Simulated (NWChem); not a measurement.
C₂H₂F₂O₂; SMILES O=C(O)C(F)F

```xyz
8

O      1.1951    -1.2364     0.2833
C      0.1376    -0.7686    -0.0189
O     -0.9977    -1.4511    -0.1457
C     -0.0872     0.7071    -0.3609
F      1.0101     1.4027    -0.0555
F     -1.1274     1.1826     0.3486
H     -0.8020    -2.3774     0.0671
H     -0.3103     0.8258    -1.4376
```
Atoms are numbered in this order, from 1.

Computed with NWChem. Pople sets run with spherical d functions. Coordinates come from a PBE0/def2-SVP optimisation. Atomic charges in e: unrestrained fits to the electrostatic potential beside Mulliken populations; buried atoms are poorly determined by the fit.

For level Hartree-Fock/6-31G*:

```
Quantity     Value
-----------  -----
Mulliken O1  -0.53
ESP C2        0.73
Mulliken C2   0.69
Mulliken O3  -0.73
Mulliken C4   0.72
Mulliken F5  -0.41
```

Q: How do the values read with level B3LYP/def2-SVP instead?

A: 
| Quantity | Value |
|---|---|
| Mulliken O1 | -0.18 |
| ESP C2 | 0.61 |
| Mulliken C2 | 0.07 |
| Mulliken O3 | -0.16 |
| Mulliken C4 | 0.46 |
| Mulliken F5 | -0.19 |
